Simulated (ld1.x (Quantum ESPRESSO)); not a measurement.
# thulium: PAW pseudisation with PBEsol, scalar-relativistic reference atom.

ld1.x (Quantum ESPRESSO) 7.5 input, shortened:

```
&input
   title='Tm', zed=69., rel=1, dft='PBESOL', iswitch=3,
   config='[Xe] 4f13 5d0 6s1.5 6p0'
 /
 &inputp
   pseudotype=3, lpaw=.true., tm=.true., lloc=-1, rcloc=1.15,
   nlcc=.true., new_core_ps=.true.,
   which_augfun='PSQ', rmatch_augfun=0.80
 /
8
5S  1  0   2.00   0.00  1.70  1.90  0.0
6S  2  0   1.50   0.00  1.70  1.90  0.0
5P  2  1   6.00   0.00  2.00  2.80  0.0
6P  3  1   0.00   0.00  2.00  2.80  0.0
5D  3  2   0.00   0.00  2.95  3.55  0.0
5D  3  2   0.00   0.65  2.95  3.55  0.0
4F  4  3  13.00   0.00  0.70  0.85  0.0
4F  4  3   0.00   3.40  0.70  0.85  0.0
 &test
   configts(1)='4f13 5s2 5p6 5d0 6s1.5 6p0'
 /
```

Q: Does the generator finish with these settings?

A: Yes, a potential is produced and its reference levels are reproduced.

Q: What does a ghost test show?

A: Ghost state, extra bound levels that the all-electron valence spectrum of the same l lacks: s at -156.6 eV (p, d not tested). A true bound ghost makes a file unfit for plane-wave use. The logarithmic derivative shows an extra or strongly shifted pseudo pole above the reference energy (d near 1.23 Ry).

Q: Is the overlap operator S = 1 + Σ q|β⟩⟨β| positive definite (Bessel basis up to 400 Ry)?

A: No: its lowest eigenvalue is -4.096, in the d channel, so the generalised eigenproblem breaks down once the basis is large enough.

Its largest configuration-test error is -455 meV (4f13 5s1 5p6 5d0 6s2 6p0). 1 of 7 tests not solved or not reliable. Not counted: 4f12 5s2 5p6 5d0 6s0 6p0 (solver errors, printed error -4965 eV).

Its overlap operator is not positive definite in a basis up to 400 Ry (lowest eigenvalue p -1.05, d -4.10), so the file is unfit for use: the generalised eigenproblem breaks down once the basis is large enough, and its test numbers describe a broken file.
